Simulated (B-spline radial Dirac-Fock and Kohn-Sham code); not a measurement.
**Kohn-Sham estimates against Dirac-Fock for the levels of Sm⁺**

System: the Sm⁺ ion in the configuration 1s2 2s2 2p6 3s2 3p6 3d10 4s2 4p6 4d10 4f6 5s2 5p6 6s1.

The density-functional columns are spherical, spin-unpolarised Dirac-Kohn-Sham results without Breit or QED terms: −ε is minus the orbital energy of the initial state and ΔSCF the difference of two total energies. The reference in the last column comes from ΔSCF Dirac-Fock with Breit, self-energy and vacuum polarisation, finite nucleus, configuration average. All numbers are from a B-spline atomic structure program, in eV; a selection of levels is shown. For the 1s level of heavy atoms much of the gap between ΔSCF and the reference is the Breit and QED part, -194.3 eV here; for other levels the error of the functional can be larger.

| level | PBE −ε | PBE ΔSCF | LDA −ε | LDA ΔSCF | Dirac-Fock |
| --- | --- | --- | --- | --- | --- |
| K (1s) | 46632.3 | 47071.7 | 46587.2 | 47025.3 | 46843.1 |
| L1 (2s) | 7621.8 | 7699.7 | 7615.7 | 7693.9 | 7752.3 |
| L2 (2p1/2) | 7225.1 | 7324.3 | 7222.5 | 7321.8 | 7322.5 |
| L3 (2p3/2) | 6622.3 | 6711.8 | 6620.4 | 6710.1 | 6726.8 |
| M1 (3s) | 1674.6 | 1697.3 | 1672.8 | 1695.7 | 1739.2 |
| M2 (3p1/2) | 1503.8 | 1528.0 | 1503.1 | 1527.3 | 1555.1 |
| M3 (3p3/2) | 1381.8 | 1404.3 | 1381.2 | 1403.9 | 1432.3 |
| M4 (3d3/2) | 1085.4 | 1112.1 | 1085.5 | 1112.3 | 1116.8 |
| M5 (3d5/2) | 1058.9 | 1085.1 | 1059.1 | 1085.2 | 1090.9 |
| N1 (4s) | 337.6 | 347.4 | 336.8 | 346.6 | 367.2 |
| N2 (4p1/2) | 272.1 | 281.7 | 271.7 | 281.4 | 295.2 |
| N3 (4p3/2) | 245.3 | 254.7 | 244.8 | 254.2 | 268.4 |
| N4 (4d3/2) | 137.5 | 146.5 | 137.5 | 146.5 | 148.7 |
| N5 (4d5/2) | 132.7 | 141.7 | 132.7 | 141.7 | 144.0 |
| N6,7 (4f) | 8.55 | 15.99 | 8.84 | 16.30 | 12.01 |
| O2 (5p1/2) | 31.85 | 37.61 | 32.06 | 37.85 | 36.11 |
| O3 (5p3/2) | 28.31 | 33.87 | 28.47 | 34.05 | 32.56 |
| P1 (6s) | 8.42 | 11.09 | 8.67 | 11.29 | 10.25 |

Question: Order the estimates of the K (1s) level by their distance from the Dirac-Fock value, nearest first.
A. PBE ΔSCF
B. LDA −ε
C. LDA ΔSCF
D. PBE −ε

Answer: C (182.1 eV), D (210.8 eV), A (228.6 eV), B (256.0 eV).

For the outermost level NIST gives 11.078 ± 0.02 eV (semi-empirical); the differences from it are PBE −ε -2.66, PBE ΔSCF +0.01, LDA −ε -2.41, LDA ΔSCF +0.21, Dirac-Fock -0.83 eV.

Values without a named source are computed, but for edge energies of neutral atoms, which are taken from tables.
